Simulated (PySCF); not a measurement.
# Zr²⁺ (zirconium, charge +2) across methods

[Kr] 4d1 5p1, one real determinant (an excited configuration). Calculation: PySCF 2.14, in aug-cc-pVTZ-PP with ECP28MDF (6s6p5d3f2g, 88 functions); a scalar-relativistic core potential.

```
 method  E (hartree)  mean ε 4p β (eV)  mean ε 4d α (eV)  mean ε 5p α (eV)  Σ⟨r²⟩ (bohr²)   ⟨S²⟩
 r2SCAN     -45.8016           -51.539           -21.617           -14.139          34.96  2.001
   PBE0     -45.7763           -52.940           -22.844           -14.661          35.00  2.001
  wB97X     -45.7738           -55.570           -25.037           -16.029          35.07  2.001
r2SCANh     -45.7919           -52.303           -22.177           -14.335          35.00  2.001
    PBE     -45.7840           -50.731           -21.397           -14.159          34.83  2.000
    UHF    -45.41685           -58.405           -26.512           -15.709          36.05  2.003
  B3LYP     -45.7995           -52.530           -22.531           -14.528          34.90  2.001
    LDA     -45.6321           -50.650           -21.253           -14.143          34.88  2.000
```

(1) Estimate the same row for wB97M-V.

⟨L²⟩ = 8.04 against 12 for a pure F term, so this real determinant mixes terms. Energies and moments cover only the electrons outside the core potential.

Results:

(1) E (hartree) = -45.7117; mean ε 4p β (eV) = -55.516; mean ε 4d α (eV) = -25.010; mean ε 5p α (eV) = -15.878; Σ⟨r²⟩ (bohr²) = 35.14; ⟨S²⟩ = 2.000.
